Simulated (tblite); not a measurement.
Compound: bromodifluoroacetonitrile, C₂BrF₂N.
InChI=1S/C2BrF2N/c3-2(4,5)1-6

Level: GFN2-xTB in tblite, geometry and Hessian alike; calculated harmonic values, unscaled, isolated species. This tight-binding method is rough: wavenumbers can miss measured ones by several per cent, in bad cases by 10 to 20.

Harmonic wavenumbers (cm⁻¹): 120.7, 175.5, 268.8, 269.6, 397.3, 452.7, 567.6, 623.4, 845.0, 1064.4, 1141.0, 2407.8.

A = 3360, B = 1758, C = 1446 MHz; mass 154.918 u (most abundant isotopes); point group Cs, symmetry number 1.

Q: What is the zero-point energy?

A: ½Σν̃ = 4167 cm⁻¹ = 49.85 kJ/mol.

Q: Entropy at 500 K, 1 bar (ideal gas, RRHO, classical rotation)?

A: Translation 182.50, rotation 123.69, vibration 82.23: S = 388.4 J/(mol K).

Q: And Cp and H(500 K) − H(0)?

A: Cp = 106.47 J/(mol K), of which vibrations give 73.21 (their classical limit is 12 R = 99.8); H(500 K) − H(0) = 38.35 kJ/mol without the zero-point energy, 21.72 from vibrations.

Q: What must be added to the electronic energy to get the Gibbs energy at 500 K and 1 bar?

A: ZPE + [H(500 K) − H(0)] − T·S = 49.85 + 38.35 − 194.21 = -106.01 kJ/mol.

Q: How do the functions run with temperature in this model?

A: 
```json
{"T (K)": "50", "S (J/(mol K))": "231.2", "Cp (J/(mol K))": "38.4", "H − H(0) (kJ/mol)": "1.73", "G − H(0) (kJ/mol)": "-9.83", "ln q(vib)": "0.04"}
{"T (K)": "100", "S (J/(mol K))": "261.9", "Cp (J/(mol K))": "51.9", "H − H(0) (kJ/mol)": "3.98", "G − H(0) (kJ/mol)": "-22.21", "ln q(vib)": "0.32"}
{"T (K)": "298.15", "S (J/(mol K))": "337.7", "Cp (J/(mol K))": "89.0", "H − H(0) (kJ/mol)": "18.40", "G − H(0) (kJ/mol)": "-82.29", "ln q(vib)": "2.44"}
{"T (K)": "373.15", "S (J/(mol K))": "358.6", "Cp (J/(mol K))": "97.1", "H − H(0) (kJ/mol)": "25.39", "G − H(0) (kJ/mol)": "-108.42", "ln q(vib)": "3.29"}
{"T (K)": "750", "S (J/(mol K))": "433.8", "Cp (J/(mol K))": "116.8", "H − H(0) (kJ/mol)": "66.41", "G − H(0) (kJ/mol)": "-258.94", "ln q(vib)": "7.08"}
{"T (K)": "1000", "S (J/(mol K))": "468.2", "Cp (J/(mol K))": "122.2", "H − H(0) (kJ/mol)": "96.35", "G − H(0) (kJ/mol)": "-371.86", "ln q(vib)": "9.13"}
```

q(vib) and H(0) count from the zero-point level.

Q: Blend soft modes into free rotors: weight 1/[1 + (100 cm⁻¹/ν̃)⁴] for the oscillator and the rest for a rotor with moment μB/(μ + B), μ = h/(8π²ν), B = 10⁻⁴⁴ kg m². What vibrational entropy results?

A: 80.77 J/(mol K) in place of 82.23, which changes −T·S at 500 K by +0.73 kJ/mol.

Hindered rotation and anharmonicity are outside this model.
